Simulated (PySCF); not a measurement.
**CH$_{9}$NO$_{3}$Si$_{4}$: full NMR table**

- Formula: CH9NO3Si4
- SMILES: N#C[SiH2]O[SiH](O[SiH3])O[SiH3]
- Point group of the computed structure: C1
- Degrees of unsaturation: 2
- Carbon signals: 1
- Proton signals: 3

Atoms are numbered as in `[N:1]#[C:2][SiH2:3][O:4][SiH:5]([O:6][SiH3:7])[O:8][SiH3:9]`; H(Xn) means a hydrogen on atom n.

PySCF 2.14 calculation with GIAO PBE0/pcSseg-1 shieldings and geometry: GFN2-xTB; isolated molecule, one conformer, non-relativistic Hamiltonian, averaged over atoms made equivalent by symmetry, fast rotation or ring inversion.

Shifts are taken against calculated references (same method and geometry level): ¹H, ¹³C, ²⁹Si against TMS; NH3 for ¹⁵N; ¹⁷O against H2O.

```tsv
carbon	δC, type	δH (multiplicity)	HMBC from (2–3 bonds)	span of the C tensor (ppm)
C2	126.4, C	–	H(Si3)	342
```

Other nuclei:
```json
{"atoms": "H(Si7)/H(Si9)", "nucleus": "¹H", "environment": "hydrogen on a silicon bonded to O", "δ (ppm)": "5.33", "σ (ppm)": "26.38"}
{"atoms": "H(Si3)", "nucleus": "¹H", "environment": "hydrogen on a silicon bonded to C, O", "δ (ppm)": "5.26", "σ (ppm)": "26.46"}
{"atoms": "H(Si5)", "nucleus": "¹H", "environment": "hydrogen on a silicon bonded to 3 O", "δ (ppm)": "4.07", "σ (ppm)": "27.64"}
{"atoms": "Si7/Si9", "nucleus": "²⁹Si", "environment": "silicon bonded to O, 3 H", "δ (ppm)": "-41.1", "σ (ppm)": "390.2"}
{"atoms": "Si3", "nucleus": "²⁹Si", "environment": "silicon bonded to C, O, 2 H", "δ (ppm)": "-63.2", "σ (ppm)": "412.4"}
{"atoms": "Si5", "nucleus": "²⁹Si", "environment": "silicon bonded to 3 O, H", "δ (ppm)": "-76.9", "σ (ppm)": "426.1"}
{"atoms": "N1", "nucleus": "¹⁵N", "environment": "nitrile nitrogen", "δ (ppm)": "360.8", "σ (ppm)": "-93.1"}
{"atoms": "O4", "nucleus": "¹⁷O", "environment": "oxygen bonded to 2 Si", "δ (ppm)": "68.2", "σ (ppm)": "267.9"}
{"atoms": "O6/O8", "nucleus": "¹⁷O", "environment": "oxygen bonded to 2 Si", "δ (ppm)": "54.3", "σ (ppm)": "281.8"}
```

- δC 126.4: nitrile carbon; this is the usual window of a C≡N carbon, which has no attached hydrogen.
- δH 5.33: hydrogen on a silicon bonded to O.
- δH 5.26: hydrogen on a silicon bonded to C, O.
- δH 4.07: hydrogen on a silicon bonded to 3 O.

Shifts are as computed. Against solution values, carbons near 30 ppm lie about +3 ppm off and those near 130 ppm about +5 ppm. Of 1211 compounds with measured shifts, 218 miss one by over three times the rms of a fit or turn the order of signals round; such compounds aren't used in these exercises. Experimental scales use liquid or dissolved standards, which lie at an offset from isolated NH3 (liquid NH3: subtract about 20 ppm) and H2O (liquid H2O: subtract about 36 ppm). Unscaled 15N shifts of sp2 nitrogen come out 20 to 40 ppm too high even then. Multiplicities follow the n + 1 count of equivalent neighbours, as no J values were calculated; m marks all less simple cases, F and P coupling included.
